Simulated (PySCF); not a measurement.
Does the structure fit the spectrum?

A compound C$_{5}$H$_{4}$F$_{2}$ gives the data below (simulated from a calculation) and was assigned the structure `FC1=C(F)CC=C1`.

¹³C{¹H} NMR (computed): δ 186.7 (C, t, J = 13.1 Hz), 185.7 (C), 121.5 (CH, t, J = 296.2 Hz), 114.5 (CH, t, J = 28.5 Hz), 108.1 (CH2).

¹H NMR (400 MHz, computed): δ 6.33 (m, 1H), 6.23 (m, 1H), 5.96 (m, 2H).

Level of theory: J couplings at B3LYP/pcJ-1 (spin–dipole term only in couplings to heteroatoms), σ from GIAO-PBE0/pcSseg-1, GFN2-xTB geometry, in PySCF 2.14 (gas phase, non-relativistic, equivalent nuclei averaged, one conformer).

Shifts are taken against calculated references (same method and geometry level): TMS for ¹H (31.72 ppm), ¹³C (186.93 ppm).

**Question.** Compare with the shifts computed for the proposed structure, pairing carbons in order of shift.

**Answer.** Numbering as in the mapped SMILES `[F:1][C:2]1=[C:3]([F:4])[CH2:5][CH:6]=[CH:7]1`. Hydrogens are named by the atom that carries them.

```csv
atom,computed for proposal,given list,difference
C3,155.6,186.7,-31.1
C2,150.5,185.7,-35.2
C7,135.7,121.5,+14.2
C6,126.1,114.5,+11.6
C5,38.6,108.1,-69.5
```

The rms difference is 38.4 ppm and the largest -69.5 ppm at C5 (allylic sp3 CH2). The proposal doesn't fit.

**Question.** Which isomer fits?

**Answer.** SMILES FC(C=C=C=C)F.

1. Carbon types of the structure: 2 × C, 2 × CH, 1 × CH2, which accounts for all hydrogens.
2. δC 186.7, 185.7: central carbon of an allene; the central sp carbon of an allene is among the most deshielded carbons of hydrocarbons.
3. δC 121.5: allylic sp3 CH bonded to 2 F; 2 electronegative neighbours deshield it.
4. δC 114.5, 108.1: terminal carbon of a cumulated C=C=C unit.
5. δH 6.23, 5.96: hydrogen on a terminal carbon of a cumulated C=C=C unit; olefinic region.

Other isomers checked: C/C(F)=C1C=C/1F (rms 47.6 ppm); C#C[C@@]1(F)C[C@@H]1F (rms 79.5 ppm).

This is the structure that produced the data.

C–F couplings over four or more bonds (about 3 Hz to the para carbon of a fluoroarene) are left out. Common functionals overestimate the size of one-bond C–F couplings by tens of Hz; these are unscaled. Splittings below 1 Hz are ignored in the labels, and close J values are merged. Unscaled 3J(H,H) at this level run about 10 % above measured values. Shifts are as computed. Against solution values, carbons near 30 ppm lie about +3 ppm off and those near 130 ppm about +5 ppm. Of 1211 compounds with measured shifts, 218 miss one by over three times the rms of a fit or turn the order of signals round; such compounds aren't used in these exercises. Couplings across =CH–CH2 type bonds come from one rotamer and its mirror image, and can be 1–2 Hz further off. Only one conformer was computed, so three-bond couplings in flexible chains and rings are approximate.
